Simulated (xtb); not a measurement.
CH$_{3}$Zn (SMILES [CH3][Zn+]), charge +1, singlet, geometry from GFN2-xTB (such geometries of metal compounds can be far from the true shape).

The xtb input:
```
$ xtb mol.xyz --gfn 0 --chrg 1 --json

# file mol.xyz
5

Zn    -0.34914678    -0.20143649    -0.26629558
C      1.09381840     0.63106679     0.83425947
H      1.59595133    -0.20267503     1.33375943
H      0.57940379     1.30261333     1.52792074
H      1.73613783     1.15675559     0.12163043
```

### Question
What does this run give for the HOMO-LUMO gap, partial charges in atom order, total energy?

### Answer

| Item | Value |
|---|---|
| HOMO-LUMO gap | 2.78 eV |
| partial charges in atom order | Zn1 -0.06, C2 0.04, H3 0.34, H4 0.34, H5 0.34 |
| total energy | -5.551280 Ry |
